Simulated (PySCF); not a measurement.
An unknown shows these calculated signals:

¹H NMR (600 MHz, computed): δ 3.56 (s, 3H), 3.53 (t, 2H), 2.53 (m, 2H).

¹³C{¹H} NMR (computed): δ 167.9 (C), 136.3 (C), 71.5 (CH2), 61.5 (CH3), 33.2 (CH2).

Calculated, not measured (PySCF 2.14.0 with density-fitted response routines): GFN2-xTB structure, NMR shieldings at PBE0/pcSseg-1/GIAO. Rapidly exchanging positions averaged, a single conformation, no solvent, non-relativistic.

Referencing at the same level of theory: ¹H (31.72 ppm), ¹³C (186.93 ppm) against TMS.

Question: Which of these does the molecule contain: a methoxy group, a non-aromatic C=C double bond, an S-methyl group, a three-membered ring, an aldehyde?

Answer: 
- A methoxy group: yes (δC 61.5; δH 3.56 (s)).
- A non-aromatic C=C double bond: yes.
- An S-methyl group: no.
- A three-membered ring: no.
- An aldehyde: no.

The data belong to `COCCC(F)=C(F)F`, C$_{5}$H$_{7}$F$_{3}$O; they needn't prove each group on their own.

Carbon signals by region: 1 in the far downfield region (above 160 ppm), 1 in the sp2 and nitrile region (100–160 ppm), 2 at 50–100 ppm, 1 below 50 ppm. Above 160 ppm: 167.9, fully substituted alkene carbon.

Splittings by ¹⁹F in the carbon and heteronuclear signals aren't shown, as no couplings were computed. Shifts are as computed. Against solution values, carbons near 30 ppm lie about +3 ppm off and those near 130 ppm about +5 ppm. Of 1211 compounds with measured shifts, 218 miss one by over three times the rms of a fit or turn the order of signals round; such compounds aren't used in these exercises. No couplings were computed; multiplicities are counted from neighbouring protons, with m where these are inequivalent, close in shift, in a saturated or five-membered ring or joined by F or P, and br s for small geminal =CH2 splittings.
